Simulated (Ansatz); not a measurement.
The cluster Hg₂O₃⁻, 5 atoms. Hardware: 4 threads of Arm Neoverse V1 on a shared host.

In the def2 sets Hg takes a core potential; there is no spin–orbit coupling. Correlated methods freeze 3 core orbitals; core or outer-core shells of Hg are correlated, in sets that lack core-valence functions.

How many basis functions does each of these Ansatz runs have, and roughly what does it cost? PBE-D4/def2-TZVPD, charge -1 doublet, energy and forces, from earlier orbitals; PBE-D4/def2-SVP, charge -1 doublet, energy with a search over starts; r2SCAN-D4/def2-TZVPD, charge -1 doublet, energy, from earlier orbitals; PBE0-D4/def2-SVPD, charge -1 doublet, relaxation, 14 steps; ωB97X-V/def2-TZVPD, charge -1 doublet, energy, from earlier orbitals; PBE0-D4/def2-TZVPD, charge -1 doublet, energy, from earlier orbitals; CCSD(T)/def2-SVPD, charge -1 doublet, energy, from earlier orbitals; MP2/def2-TZVPD, charge -1 doublet, energy, from earlier orbitals; PBE-QIDH/def2-TZVPD, charge -1 doublet, energy, from earlier orbitals; HSE06-D4/def2-TZVPD, charge -1 doublet, energy, from earlier orbitals.

Other jobs shared the machine, so times can vary by a factor of up to 3. A dash marks memory too small to be measured apart from the calling script's.

```tsv
run	functions	fitting or Cholesky vectors	wall time	peak host memory (GiB)
MP2/def2-TZVPD, charge -1 doublet, energy, from earlier orbitals	212	1505	11 s	0.61
PBE-D4/def2-TZVPD, charge -1 doublet, energy and forces, from earlier orbitals	212	1332	13 s	0.59
PBE-QIDH/def2-TZVPD, charge -1 doublet, energy, from earlier orbitals	212	1505	20 s	0.77
HSE06-D4/def2-TZVPD, charge -1 doublet, energy, from earlier orbitals	212	1454	21 s	1.2
PBE0-D4/def2-TZVPD, charge -1 doublet, energy, from earlier orbitals	212	1454	21 s	1.1
r2SCAN-D4/def2-TZVPD, charge -1 doublet, energy, from earlier orbitals	212	1332	28 s	0.7
PBE-D4/def2-SVP, charge -1 doublet, energy with a search over starts	106	1055	31 s	–
PBE0-D4/def2-SVPD, charge -1 doublet, relaxation, 14 steps	139	1398	56 s	–
ωB97X-V/def2-TZVPD, charge -1 doublet, energy, from earlier orbitals	212	1394	58 s	1.5
CCSD(T)/def2-SVPD, charge -1 doublet, energy, from earlier orbitals	139	1317	7.6 min	4.1
```
